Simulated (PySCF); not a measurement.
CBr2, SMILES Br[C]Br (connectivity only; charge and spin as stated), neutral, multiplicity 1. The structure is a stationary point at B3LYP-D3(BJ)/def2-TZVP.

PySCF with TDA-LC-ωPBE/def2-SVPD puts the lowest singlet excitations at 2.11, 3.77, 4.90, 4.95, 5.84, 6.19 eV.

What are the lowest excitation roots from ADC(2)/aug-cc-pVDZ (PySCF)? (The exact figures need the calculation; the answer reports its results.)

2.00, 2.96, 3.71, 4.91, 5.42, 5.77 eV. S1 differs by -0.11 eV (second minus first; roots are paired by order, and the bases may differ).
